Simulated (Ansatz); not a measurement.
One change: `[SiH3][Si]1(P)CC1` becomes `[SiH3][SiH]1CC1`.

Ansatz, PBE0-D4/def2-TZVP geometries, multiplicity 1. Each molecule was computed in one conformer, which needn't be the lowest.

| property | `[SiH3][Si]1(P)CC1` |
| --- | --- |
| HOMO–LUMO gap (ωB97M-V/def2-TZVPP) / eV | 10.27 |
| HOMO–LUMO gap (PBE/def2-TZVPP) / eV | 4.54 |
| HOMO–LUMO gap (B3LYP/def2-TZVPP) / eV | 6.04 |
| HOMO energy (B3LYP/def2-TZVPP) / eV | -6.53 |
| size of the dipole moment (B3LYP/def2-TZVPP) / D | 0.73 |
| size of the dipole moment (ωB97M-V/def2-TZVPP) / D | 0.66 |

Problem. Give the same properties after the change, and the shifts. (Estimate.)

Solution. The calculation gave: 
```tsv
property	`[SiH3][SiH]1CC1`	shift
HOMO–LUMO gap (ωB97M-V/def2-TZVPP) / eV	10.52	0.25
HOMO–LUMO gap (PBE/def2-TZVPP) / eV	4.78	0.24
HOMO–LUMO gap (B3LYP/def2-TZVPP) / eV	6.27	0.23
HOMO energy (B3LYP/def2-TZVPP) / eV	-6.64	-0.11
size of the dipole moment (B3LYP/def2-TZVPP) / D	0.17	-0.56
size of the dipole moment (ωB97M-V/def2-TZVPP) / D	0.10	-0.56
```

With PBE0 the HOMO falls by 0.12 eV and the LUMO rises by 0.13 eV, so the gap widens by about 0.25 eV. PBE moves the HOMO by -0.11 eV and ωB97M-V by -0.15 eV. Dipoles are sizes alone; their direction can turn.

Positive LUMOs are unbound, so they and the gaps depend on the basis.

B3LYP here is the variant with VWN-RPA as its local correlation; programs differ in this.
